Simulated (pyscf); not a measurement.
PySCF, gas phase, ωB97X-D3(BJ)/def2-SVP geometries.

### Question
What is the homolytic dissociation enthalpy (298 K, ωB97M-D3(BJ)/def2-TZVP) of the B–N bond of H₂N–B(NH₂)–NH–SiH₃ (SMILES NB(N)N[SiH3]), to [H₂N–B–NH₂]• + •HN–SiH₃?

### Answer
B–N to [H₂N–B–NH₂]• + •HN–SiH₃: 5.65 eV. The 7 functionals that were run give +5.22 (r²SCAN) to +5.65 eV (ωB97M-D3(BJ)/def2-TZVP). The radicals are drawn with the spin at the cut bond; how far it spreads was not checked. •HN–SiH₃ lies 0.90 eV over its isomer H₂N–SiH₂• (electronic energy, ωB97M-D3(BJ)/def2-TZVP). Other isomers of [H₂N–B–NH₂]• were not searched in full and may lie lower.
